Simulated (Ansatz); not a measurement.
Cartesian coordinates in Å:
```
B 1.031 0.393 -0.469
C -0.174 0.076 0.511
N -1.298 -0.484 0.161
F -0.086 0.245 1.804
F 1.897 1.353 0.041
H 0.549 0.630 -1.568
H 1.504 -0.753 -0.497
H -1.466 -0.626 -0.822
H -1.957 -0.835 0.839
```

The species carries charge 0 and has multiplicity 1. The bonds changed during the relaxation, so this is another structure than the one it started from.

Question: List the PBE/def2-TZVPP orbital energies in eV (Ansatz 0.2.0). (An estimate is asked.)

Answer: Ansatz gave: Occupied: -661.98, -657.96, -383.03, -273.16, -176.21, -32.60, -27.76, -25.04, -17.67, -15.73, -14.79, -13.14, -12.77, -11.28, -9.95, -9.59, -9.13, -8.99, -6.78, -6.19. Lowest empty: -2.49, -0.67, 0.30, 1.10, 2.23, 2.59, 2.98, 3.37.
